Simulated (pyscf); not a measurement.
PySCF, gas phase, ωB97X-D3(BJ)/def2-SVP geometries.

### Question
For the elementary gas-phase step C₃H₂N (SMILES [N]=c1cc1) [doublet] → •HC=CH–C≡N (SMILES [CH]=CC#N) (doublet surface; C–C broken, none formed), what barrier and reaction energy does ωB97X-D3(BJ)/def2-TZVP give, measured from the reactant's lowest minimum found?

### Answer
ΔE‡ = 7.6 kcal/mol, ΔE = -20.1 kcal/mol. CCSD(T)/def2-TZVPP + ΔMP2(QZVPP) gives 4.3 kcal/mol and -25.3 kcal/mol. Zero-point energy shifts the barrier by -1.4 kcal/mol. It is a ring opening, with an imaginary mode of 811i cm⁻¹. cyclic C₃H₂N (SMILES [N]=c1cc1) [doublet] lies 30.0 kcal/mol over its isomer H₂C=C•–C≡N, and others may lie lower still (electronic energy, ωB97M-D3(BJ)). •HC=CH–C≡N lies 7.5 kcal/mol over its isomer H₂C=C•–C≡N, and others may lie lower still (electronic energy, ωB97M-D3(BJ)). This is the saddle that the search found; another between the same sides may lie lower. The CCSD(T) − MP2 part came from Ansatz, without density fitting, on the same reference. An open-shell T1 diagnostic exceeds 0.045. A UHF reference is spin-contaminated (<S²> up to 1.15), which harms MP2 most.
